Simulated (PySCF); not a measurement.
C₂H₇FSi₂, SMILES F[SiH2]/C=C\[SiH3]. Atoms are numbered in the order given.

```xyz
12

F      1.4002    -0.9127     0.0000
Si    -0.0315    -1.6986     0.0000
C     -1.3787    -0.4184     0.0000
C     -1.2082     0.9165     0.0000
Si     0.4022     1.9102     0.0000
H     -0.0892    -2.5552    -1.2180
H     -0.0892    -2.5552     1.2180
H     -2.4098    -0.8052     0.0000
H     -2.1207     1.5311     0.0000
H      1.2155     1.6471    -1.2225
H      0.0069     3.3521     0.0000
H      1.2155     1.6471     1.2225
```
Charge 0, spin multiplicity 1.

Coordinates come from a PBE0-D3(BJ)/def2-SVP optimisation. The structure was generated by enumeration; whether it is a known compound was not checked. One conformer was computed; it need not be the lowest.

Calculation: PBE/def2-TZVP in PySCF.

Symmetry labels are those of the subgroup Cs that the program uses (full group Cs).

Computed valence orbital energies around the gap with their symmetry:
```tsv
orbital	symmetry	energy (eV)
HOMO−7	A"	-10.56
HOMO−6	A'	-10.22
HOMO−5	A'	-8.91
HOMO−4	A"	-8.58
HOMO−3	A"	-8.39
HOMO−2	A'	-8.05
HOMO−1	A'	-7.28
HOMO	A"	-7.00
LUMO	A"	-2.24
LUMO+1	A'	-0.93
LUMO+2	A'	0.19
LUMO+3	A'	0.50
```
